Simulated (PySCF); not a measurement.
## Radial density of S(2+) (sulfur, charge +2)

UHF, [Ne] 3s1 3p2 3d1, one real determinant (an excited configuration). Computed with PySCF 2.14 in aug-cc-pV(D+d)Z, with the non-relativistic Hamiltonian (point nucleus).

| r (bohr) | 4πr²ρ (e/bohr) | 4πr²(ρα − ρβ) |
| --- | --- | --- |
| 0.00136 | 0.05925 | 0.0002 |
| 0.00229 | 0.1632 | 0.0006 |
| 0.00385 | 0.4382 | 0.0016 |
| 0.00648 | 1.141 | 0.0043 |
| 0.0109 | 2.802 | 0.0104 |
| 0.0183 | 6.263 | 0.0230 |
| 0.0308 | 11.91 | 0.0427 |
| 0.0518 | 17.45 | 0.0605 |
| 0.0872 | 17.12 | 0.0701 |
| 0.147 | 12.23 | 0.1599 |
| 0.247 | 15.04 | 0.4091 |
| 0.415 | 16.36 | 0.2712 |
| 0.698 | 5.808 | 0.2288 |
| 1.17 | 2.413 | 2.0937 |
| 1.97 | 1.965 | 1.9642 |
| 3.32 | 0.2831 | 0.2831 |
| 5.59 | 0.005808 | 0.0058 |
| 9.40 | 3.318e-05 | 0.0000 |

⟨L²⟩ = 7.98 against 12 for a pure F term, so this real determinant mixes terms. The outer electron is Rydberg-like, and this basis confines it to a smaller radius and binds it less than a complete one would.
